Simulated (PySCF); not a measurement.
Computed with PBE0/[Pr def2-SVP with ECP28, H def2-SVP], scalar-relativistic core potentials, density fitting, no spin–orbit coupling, PySCF. Open shells, if any, are unrestricted.

Task: What spin state, shape and geometry does isolated PrH₃ take (every ligand bound to Pr)?

Result: Formally Pr is in oxidation state +3, with 2 electrons left for the f, d and s shells; the Mulliken f population is 2.13 and the spin on Pr 2.06. The lowest minimum found is a triplet of C3v symmetry with Pr–H 2.034 Å (×3); H–Pr–H 110.1° (×3). Its harmonic wavenumbers are 340, 508, 542, 1373, 1374, 1467 cm⁻¹ and its dipole moment is 4.68 D.

The spin densities have lower symmetry than the nuclear frame, so modes carry no symmetry labels and degenerate sets may split. This need not be the most stable arrangement of these atoms. With open d or f shells other occupations or spin states may lie lower. The pruned grid is coarse for the open f shell: energies are uncertain by about 2 kJ/mol and soft modes are noisy. With an element this heavy the missing spin–orbit coupling can shift these numbers.
